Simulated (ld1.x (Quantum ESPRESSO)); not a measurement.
## Before and after: TM potential for molybdenum

- Element: molybdenum
- Generator: ld1.x (Quantum ESPRESSO) 7.5
- Type: norm-conserving Troullier–Martins (Kleinman–Bylander form)
- Functional: PBE
- Relativity: scalar-relativistic
- Frozen core: [Ar] 3d10
- Valence charge: 14
- Reference configuration: 4s2 4p6 4d3 5s0 5p0 (charge +3)
- Partial waves: 4p (bound): rc 1.60 bohr; 4d (bound): rc 1.70 bohr; 4s (bound): rc 1.30 bohr
- Local potential: the s channel
- Core correction: Bessel-smoothed model core inside 1.20 bohr

Change: wave 4s (bound): rc 1.30 bohr becomes 4s (bound): rc 1.08 bohr.

Cutoffs: the cutoffs (Ry, on a coarse ladder) from which the occupation-weighted sum of valence levels, in a spherical-Bessel basis at the reference potential, stays within 10 and 1 mRy of its value at 400 Ry; they do not see the model core or the augmentation charge, which bear on the density cutoff. Errors are all-electron minus pseudo energies relative to the spin-unpolarised reference configuration.

Question: What does the change do?

Answer: The potential gets harder (90 Ry and 140 Ry → 100 Ry and 180 Ry); of the 7 tests that both files solve, the error grows in 0 and shrinks in 7 by more than 15 % and 0.3 meV (median size 79.8 → 41.7 meV); neither file shows a bound ghost. A smaller radius makes the pseudo-wave follow the all-electron one further in, where it bends more sharply, so more plane waves are needed. Less of the atom is replaced, so other configurations are described better.

```csv
quantity,base,changed
"cutoff, loose",90 Ry,100 Ry
"cutoff, tight",140 Ry,180 Ry
loose cutoff by channel (10 mRy a level),"p 25 Ry, d 35 Ry, s 70 Ry","p 21 Ry, d 35 Ry, s 90 Ry"
bound ghosts,none,none
"error for 4s2 4p6 4d5 5s1 5p0, meV [ΔE -49.10 eV]",+140,+67
"error for 4s2 4p6 4d5 5s0 5p0, meV [ΔE -42.21 eV]",+22,+16
"error for 4s2 4p6 4d4 5s0 5p0, meV [ΔE -26.74 eV]",+8.5,+6.7
"error for 4s2 4p6 4d5 5s0.5 5p0, meV [ΔE -46.37 eV]",+90,+45
"error for 4s2 4p6 4d5.5 5s0.5 5p0, meV [ΔE -48.82 eV]",+80,+42
"error for 4s2 4p5 4d5 5s1 5p0, meV [ΔE -5.13 eV]",+174,+52
"error for 4s2 4p6 4d2 5s0 5p0, meV [ΔE 39.50 eV]",+11,+9.1
s: phases at 1.86 bohr within 0.05 rad from the reference energy up to (Ry; the scan ends near 5),-1.4,-0.6
p: phases at 1.86 bohr within 0.05 rad from the reference energy up to (Ry; the scan ends near 5),-0.7,-0.7
d: phases at 1.86 bohr within 0.05 rad from the reference energy up to (Ry; the scan ends near 5),2.2,2.8
```
